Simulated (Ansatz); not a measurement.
Isomers of CH6OSi, B3LYP-D3(BJ)/def2-TZVP minima from an xTB search, which can miss the lowest.
Isomer 1, SMILES C[SiH2]O (charge 0, multiplicity 1, Z-matrix in Å and degrees):
```
Si
O 1 1.6568
H 2 0.9598 1 118.50
H 1 1.4868 2 110.57 3 59.37
H 1 1.4868 4 107.32 2 120.67
C 1 1.8598 4 110.85 5 121.19
H 6 1.0915 1 110.81 4 -179.44
H 6 1.0915 7 108.21 1 121.67
H 6 1.0924 7 108.18 8 116.98
```
Isomer 2, SMILES CO[SiH3] (charge 0, multiplicity 1):
```xyz
9

C      1.3414    -0.2545    -0.1592
O      0.2510    -0.1155     0.7372
Si    -1.2814     0.2343     0.2502
H      2.2339    -0.4753     0.4257
H      1.1734    -1.0740    -0.8655
H      1.5120     0.6676    -0.7244
H     -1.3266     1.5360    -0.4648
H     -2.1064     0.2919     1.4726
H     -1.7972    -0.8104    -0.6717
```

Frozen-core correlation. MP2 and its Hartree–Fock in cc-pV(Q+d)Z are density fitted.

Codes used: Ansatz (Gaussian basis) for Hartree–Fock, density functionals and correlated methods. Values without a source in brackets are computed.

The energy of isomer 2 above isomer 1 is E(isomer 2) − E(isomer 1). Total energies (hartree):

```
level                    isomer 2      isomer 1
-------------------  ------------  ------------
HF/cc-pV(T+d)Z       -405.2427088  -405.2763353
MP2/cc-pV(T+d)Z      -405.7878556  -405.8288001
HF/cc-pV(Q+d)Z       -405.2558871  -405.2895984
MP2/cc-pV(Q+d)Z      -405.8405676  -405.8824312
CCSD(T)/cc-pV(T+d)Z  -405.8437336  -405.8822866
```

Q: Work out the energy of isomer 2 above isomer 1 at the basis-set limit: extrapolate the MP2 correlation part as X⁻³, take Hartree–Fock from the larger set, and add the CCSD(T) − MP2 difference of cc-pV(T+d)Z.

A: 
1. Differences (1 hartree = 627.509 kcal/mol): HF/cc-pV(T+d)Z 21.101; MP2/cc-pV(T+d)Z 25.693; HF/cc-pV(Q+d)Z 21.154; MP2/cc-pV(Q+d)Z 26.270; CCSD(T)/cc-pV(T+d)Z 24.192.
2. Correlation parts, MP2 less HF: 4.592 in cc-pV(T+d)Z (X = 3), 5.116 in cc-pV(Q+d)Z (X = 4).
3. Limit (4³·(5.116) − 3³·(4.592))/(4³ − 3³) = 5.498; with HF/cc-pV(Q+d)Z it gives 26.652.
4. CCSD(T) less MP2 in cc-pV(T+d)Z: -1.501.
Result: 25.15 kcal/mol, against 25.69 at MP2/cc-pV(T+d)Z. It is an estimate of this method's limit, not of the exact value.

Ansatz is a first-principles code.
